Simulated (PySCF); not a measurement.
**Worked example: oscillator strength and radiative lifetime**

MIBK (C6H12O), SMILES C(C)(CC(=O)C)C.

Geometry: B3LYP-D3(BJ)/def2-SVP. The values are those of a single conformer.

TDA-M06-2X/def2-SVPD run with PySCF puts the first singlet state with f over 0.02 at 7.19 eV (vertical), with the transition dipole (-0.334, -0.185, 0.100) in atomic units.

Problem. Find the oscillator strength, the wavelength and the radiative lifetime that this transition would have in vacuum if emission retraced absorption.

Solution. 
|μ|² = 0.1558 au, so |μ| = 1.00 D. ΔE = 7.19/27.211 = 0.2642 hartree. f = (2/3) ΔE |μ|² = 0.027 (the program prints 0.027).
λ = 1239.84/7.19 = 172 nm; ν = 57991 cm⁻¹.
Einstein's coefficient A = 0.6670 ν² f s⁻¹ (ν in cm⁻¹) = 6.2e7 s⁻¹, so τ = 1/A = 16 ns. This state is S2; the lower singlet has f = 0.000. The figure is the radiative limit of this one transition; relaxation, internal conversion, crossing to triplets and a medium change what is measured.
